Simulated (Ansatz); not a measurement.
Program: Ansatz. Geometries: PBE0-D4/def2-TZVP. ΔE: electronic, gas phase. CCSD(T)/CBS is the MP2 limit (def2-TZVPP, def2-QZVPP) plus CCSD(T) − MP2 in def2-TZVPP, frozen cores. Functionals use def2-TZVPP. B3LYP here is the variant with VWN-RPA as its local correlation; programs differ in this. Elements past krypton have def2 core potentials. For Te outer-core shells are correlated without core-valence functions, which leaves a few kJ/mol of doubt a bond. Each species was taken in one conformer, which may not be the lowest.

`C=CC(=C)[TeH]` + propane → `CCC[TeH]` + `C=CC=C`  (formal exchange of groups at a Te–C bond)

`C=CC(=C)[TeH]`:

```xyz
11

C    -0.431   -1.411    1.076
C    -0.601   -0.171    0.624
C     0.090    0.461   -0.489
C    -0.248    1.680   -0.918
Te    1.593   -0.573   -1.562
H     0.267   -2.097    0.610
H    -1.000   -1.776    1.921
H    -1.324    0.475    1.120
H    -1.075    2.211   -0.454
H     0.272    2.180   -1.725
H     2.458   -0.979   -0.205
```

`CCC`:

```xyz
11

C     0.253   -0.498    1.157
C     0.001   -0.511   -0.341
C    -0.254    0.877   -0.905
H    -0.603   -0.082    1.696
H     1.124    0.116    1.403
H     0.434   -1.503    1.545
H     0.858   -0.962   -0.852
H    -0.856   -1.157   -0.561
H    -0.433    0.848   -1.982
H     0.601    1.535   -0.727
H    -1.126    1.338   -0.434
```

`CCC[TeH]`:

```xyz
12

C     0.766    1.198   -0.915
C     0.315   -0.221   -0.603
C    -0.466   -0.291    0.694
Te   -1.082   -2.321    1.083
H     1.328    1.237   -1.851
H     1.409    1.590   -0.122
H    -0.090    1.871   -1.011
H     1.189   -0.879   -0.544
H    -0.301   -0.599   -1.426
H    -1.368    0.320    0.648
H     0.140    0.033    1.540
H    -1.839   -1.937    2.507
```

`C=CC=C`:

Z-matrix (Å, degrees):
```
C
C 1 1.332
H 1 1.085 2 121.2
H 1 1.083 2 121.7 3 180.0
C 2 1.449 1 124.1 3 0.0
H 2 1.088 1 119.5 3 -180.0
C 5 1.332 2 124.1 1 -180.0
H 5 1.088 2 116.4 1 0.0
H 7 1.083 5 121.7 2 -180.0
H 7 1.085 5 121.2 2 0.0
```

Task: Is it downhill or uphill in electronic energy at CCSD(T)/CBS, and by how much? (An estimate is asked.)

Result: Ansatz gave: Nearly level: ΔE = +2.8 kJ/mol.

Task: What do these levels give: PBE-D4, PBE0-D4, B3LYP-D4, B2PLYP, MP2/def2-TZVPP, SCS-MP2/def2-TZVPP? (Best estimate.)

Result: Computed: PBE-D4 5.6, PBE0-D4 3.5, B3LYP-D4 3.2, B2PLYP 1.5, MP2/def2-TZVPP 9.1, SCS-MP2/def2-TZVPP 5.4 kJ/mol.

Largest T1 diagnostic among the species: 0.012.

In def2-TZVPP, CCSD(T) changes the Hartree–Fock value by +14.0 kJ/mol (the triples alone add +2.9 kJ/mol) and MP2 by +19.2 kJ/mol. The D4 term adds +5.9 kJ/mol with B3LYP and +3.0 kJ/mol with PBE0; it sums over pairs of atoms, weighted by their polarisabilities, and B3LYP, whose exchange is more repulsive, gets the larger term.
